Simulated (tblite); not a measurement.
Species: C₂H₈Cl₂PSi₂ (doublet state).
Atom-mapped SMILES: `[SiH2:1][PH:2][Si@@H:3]([Cl:4])[CH2:5][CH2:6][Cl:7]` (hydrogens: H8, H9 on Si1; H10 on P2; H11 on Si3; H12, H13 on C5; H14, H15 on C6)

Structure used (GFN2-xTB), in Å, numbered top down from 1:
```
atom  x, y, z in Å
Si1    2.4178    0.6137    0.6474
P2     1.5706    0.2752   -1.3805
Si3   -0.1332   -1.1206   -0.9945
Cl4    0.4513   -2.9942   -0.4731
C5    -1.2326   -0.4918    0.4402
C6    -1.9392    0.8022    0.1008
Cl7   -0.7558    2.0420   -0.4056
H8     3.8807    0.6608    0.5451
H9     1.9351    1.8952    1.1700
H10    2.4655   -0.7297   -1.7128
H11   -0.9446   -1.2444   -2.2102
H12   -1.9909   -1.2373    0.6812
H13   -0.6259   -0.3470    1.3364
H14   -2.4763    1.2119    0.9567
H15   -2.6269    0.6721   -0.7342
```

Computed with GFN2-xTB (tblite): harmonic, unscaled wavenumbers at the GFN2-xTB geometry, gas phase. Errors from tens to a few hundred cm⁻¹ against measured bands are possible. Modes of hydrogen on phosphorus and silicon can be 10 to 20 % off. One conformer, not necessarily the lowest. Open shells enter through the occupations alone, without spin polarisation, and single modes of such species can be off by tens of per cent.

Harmonic wavenumbers (cm⁻¹): 25.5, 30.6, 70.4, 99.7, 108.4, 122.0, 129.8, 174.2, 229.5, 362.2, 423.3, 471.7, 487.5, 511.6, 541.0, 620.6, 624.9, 663.3, 677.8, 688.7, 753.0, 772.4, 795.1, 929.2, 1055.2, 1102.0, 1158.3, 1259.7, 1281.7, 1445.7, 1456.6, 2210.1, 2212.2, 2229.4, 2307.1, 2966.3, 2974.5, 2986.1, 2989.0.

A = 1155, B = 807.1, C = 575.2 MHz; mass 188.928 u (most abundant isotopes); point group C1, symmetry number 1; spin multiplicity 2.

Question: Zero-point energy?

Answer: Half the sum of the wavenumbers: 19973 cm⁻¹ = 57.11 kcal/mol.

Question: Entropy at 400 K, 1 bar (ideal gas, RRHO, classical rotation)?

Answer: Translation 43.10, rotation 31.65, vibration 51.65, spin (R ln 2) 1.38: S = 127.8 cal/(mol K).

Question: And Cp and H(400 K) − H(0)?

Answer: Cp = 48.96 cal/(mol K), of which vibrations give 41.02 (their classical limit is 39 R = 77.5); H(400 K) − H(0) = 12.72 kcal/mol without the zero-point energy, 9.54 from vibrations.

Question: Blend soft modes into free rotors: weight 1/[1 + (100 cm⁻¹/ν̃)⁴] for the oscillator and the rest for a rotor with moment μB/(μ + B), μ = h/(8π²ν), B = 10⁻⁴⁴ kg m². What vibrational entropy results?

Answer: 45.22 cal/(mol K) in place of 51.65, which changes −T·S at 400 K by +2.57 kcal/mol.

Question: How do the functions run with temperature in this model?

Answer: 
```json
{"T (K)": "100", "S (cal/(mol K))": "80.7", "Cp (cal/(mol K))": "23.0", "H − H(0) (kcal/mol)": "1.63", "G − H(0) (kcal/mol)": "-6.44", "ln q(vib)": "3.66"}
{"T (K)": "200", "S (cal/(mol K))": "99.6", "Cp (cal/(mol K))": "32.8", "H − H(0) (kcal/mol)": "4.41", "G − H(0) (kcal/mol)": "-15.51", "ln q(vib)": "7.50"}
{"T (K)": "300", "S (cal/(mol K))": "114.7", "Cp (cal/(mol K))": "41.9", "H − H(0) (kcal/mol)": "8.16", "G − H(0) (kcal/mol)": "-26.25", "ln q(vib)": "10.87"}
{"T (K)": "500", "S (cal/(mol K))": "139.3", "Cp (cal/(mol K))": "54.4", "H − H(0) (kcal/mol)": "17.90", "G − H(0) (kcal/mol)": "-51.76", "ln q(vib)": "16.89"}
{"T (K)": "800", "S (cal/(mol K))": "167.5", "Cp (cal/(mol K))": "65.3", "H − H(0) (kcal/mol)": "36.01", "G − H(0) (kcal/mol)": "-97.98", "ln q(vib)": "24.55"}
{"T (K)": "1000", "S (cal/(mol K))": "182.6", "Cp (cal/(mol K))": "69.9", "H − H(0) (kcal/mol)": "49.55", "G − H(0) (kcal/mol)": "-133.02", "ln q(vib)": "28.97"}
```

q(vib) and H(0) count from the zero-point level.

Question: Which modes carry the vibrational entropy at 400 K?

Answer: 25.5 cm⁻¹: 6.74; 30.6 cm⁻¹: 6.37; 70.4 cm⁻¹: 4.72; 99.7 cm⁻¹: 4.04; 108.4 cm⁻¹: 3.87; 122.0 cm⁻¹: 3.64 cal/(mol K); the other 33 give 22.28 together.

Question: What must be added to the electronic energy to get the Gibbs energy at 400 K and 1 bar?

Answer: ZPE + [H(400 K) − H(0)] − T·S = 57.11 + 12.72 − 51.11 = 18.72 kcal/mol.

Hindered rotation and anharmonicity are outside this model. Other conformers, if any are populated, would add a mixing term that is left out. The structure is chiral; the term R ln 2 for an equal mix with its mirror image is left out.

Time: 1.1 s of wall time. Hardware: AMD EPYC 7B13, one thread, shared host. The figure is for the frequency step alone.
